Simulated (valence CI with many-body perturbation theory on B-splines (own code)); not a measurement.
Cd24+: calculated level list

Calculated by valence CI with perturbative core correlation (CI+MBPT): six valence electrons over a frozen Dirac-Fock core [Ar], a basis of 7 s, 7 p, 8 d, 6 f, 4 g, 1 h functions for each j, with the one-electron correlation potential Σ1, the two-electron term Σ2, the three-electron term Σ3, Breit, model QED; selected CI, second order for the rest, scaled by the run's own slope (own B-spline code, finite nucleus).

No measured spectrum was set against this ion. As an estimate, terms of the open shell hold to 2 to 4 % of their energy, and close levels can change places. Core correlation moves these levels by up to 11000 cm⁻¹, and in measured spectra 5 to 20 % of such shifts remained as error; rates that hang on mixing are uncertain with them. Among the levels kept, up to 920 cm⁻¹ of a level comes from second order outside the variational space, and about a tenth of that is noise between levels of different J, which matters for small intervals. Only levels of the ground parity were solved; by the run's estimate the other parity begins above the list, which can be wrong where configurations are misplaced.

Levels 1 to 34 of 34, with energies above the lowest level, 3d6 5D_4. "Leading %" is the weight of the configuration and term that name the level; weights of strongly mixed levels are sums over their largest components and can fall short. Lifetimes count E1, E2, E3, M1 and M2 decay at the calculated energies, and are blank where another channel may lead or the interval is too uncertain; long ones can be off by a factor of two.

```csv
No.,Configuration,Term,J,E (eV),Leading %,g,Lifetime
1,3d6,5D,4,0.000,78,1.433,
2,3d6,5D,2,3.754,54,1.438,483 s
3,3d6,5D,3,4.745,90,1.463,576 μs
4,3d6,5D,1,6.757,79,1.461,1.16 ms
5,3d6,5D,0,6.764,72,,425 s
6,3d6,3H,4,10.037,25,1.068,224 μs
7,3d6,3H,6,12.668,83,1.135,7060 s
8,3d6,3H,5,12.746,50,1.112,1.82 ms
9,3d6,5D,2,13.763,44,1.387,90.6 μs
10,3d6,3F,3,15.176,52,1.005,202 μs
11,3d6,3F,2,15.561,68,0.851,242 μs
12,3d6,3H,4,18.247,55,0.999,128 μs
13,3d6,1S,0,18.641,57,,70.7 μs
14,3d6,3G,4,20.013,61,1.074,321 μs
15,3d6,3D,1,20.080,67,0.826,142 μs
16,3d6,3G,5,20.309,50,1.114,246 μs
17,3d6,3D,2,20.412,65,1.152,344 μs
18,3d6,3D,3,21.899,63,1.257,116 μs
19,3d6,3G,3,22.498,56,0.924,193 μs
20,3d6,1I,6,22.876,83,1.025,281 μs
21,3d6,3P,0,24.288,97,,339 μs
22,3d6,3P,1,24.920,68,1.242,72.9 μs
23,3d6,1F,3,25.457,59,1.015,291 μs
24,3d6,1G,4,27.114,64,1.024,123 μs
25,3d6,1D,2,27.637,55,1.041,108 μs
26,3d6,3P,1,30.693,91,1.458,51.3 μs
27,3d6,3F,4,32.973,78,1.193,73.2 μs
28,3d6,3F,2,33.471,90,0.716,81.2 μs
29,3d6,3P,0,36.719,56,,30.8 μs
30,3d6,3P,2,37.853,76,1.388,61.2 μs
31,3d6,3F,3,38.022,57,1.066,65.3 μs
32,3d6,1G,4,38.176,79,1.034,64.8 μs
33,3d6,1D,2,46.870,96,1.000,76.6 μs
34,3d6,1S,0,59.299,95,,28.2 μs
```

Names give the largest LS component (configuration and term), which can be under half, so a name can repeat, a term be missing and a line seem to break the LS rules; names also repeat where a configuration has a term twice.

Where two levels of one J and parity lie close, their mixing, g and order are uncertain.

The ionisation energy to 3d5 6S_5/2 of the next ion comes out as 1237.2 eV (NIST: 1237 ± 4 eV (theoretical)). All 34 levels together are meant to be complete up to 61.674 eV.
